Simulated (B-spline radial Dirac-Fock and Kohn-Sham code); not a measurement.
ΔSCF core binding energies without Breit or QED terms, calculated with a radial finite-basis atomic code.

A sound run for In⁶⁺ in the configuration 1s2 2s2 2p6 3s2 3p6 3d10 4s2 4p6 4d7: The ground state converged in 10 iterations, with total energy -5870.59363 Ha, virial ratio 1.95152 and highest orbital energy -112.42 eV. ΔSCF binding energies: K (1s) 28136.8 eV, L3 (2p3/2) 3845.5 eV, M5 (3d5/2) 549.6 eV.

A second run, with one unsound setting: The ground state had not converged after 5 iterations, with total energy -5870.58980 Ha, virial ratio 1.95216 and highest orbital energy -113.04 eV. ΔSCF binding energies: K (1s) 28136.9 eV, L3 (2p3/2) 3845.5 eV, M5 (3d5/2) 549.6 eV (not all states converged, so these are not final).

```
iter   energy (Ha)        error
   1    -5854.02154889  1.75e+00
   2    -5867.71429581  4.70e-01
   3    -5870.32330300  1.41e-01
   4    -5870.56751717  4.37e-02
   5    -5870.58980249  1.64e-02
```

Q: Which fault fits the second run best?
A. too few iterations
B. speed of light below Z
C. spline order too low
D. functional not served

A: A. The input had maxit = 5: maxit ends the run before self-consistency.
